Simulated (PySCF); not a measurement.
As⁺ (arsenic, charge +1) across methods

[Ar] 3d10 4s2 4p2, high-spin 3P determinant. Computed with PySCF 2.14 in aug-cc-pVQZ-PP with one added diffuse shell each of s, p, d, f, g type with ECP10MDF (8s7p6d4f3g, 114 functions), with scalar relativity through the core potential.

```
method  E (hartree)  mean ε 4s α (eV)  mean ε 4s β (eV)  mean ε 4p α (eV)  Σ⟨r²⟩ (bohr²)   ⟨S²⟩
   PBE    -332.0547           -23.929           -22.183           -13.969          29.53  2.002
  PBE0    -332.0220           -25.761           -23.271           -15.252          29.46  2.003
   UHF   -330.86539           -30.438           -25.303           -18.444          29.73  2.009
   M06    -332.1488           -25.616           -23.961           -14.994          29.26  2.001
r2SCAN    -331.9334           -24.645           -22.400           -14.426          29.29  2.004
  BLYP    -332.0301           -23.755           -22.322           -13.696          29.56  2.001
   LDA    -331.5396           -24.177           -22.634           -13.990          29.45  2.001
```

**Question.** Estimate the same row for PBEsol.

**Answer.** E (hartree) = -331.7168; mean ε 4s α (eV) = -23.970; mean ε 4s β (eV) = -22.195; mean ε 4p α (eV) = -13.951; Σ⟨r²⟩ (bohr²) = 29.47; ⟨S²⟩ = 2.002.

Energies and moments cover only the electrons outside the core potential.
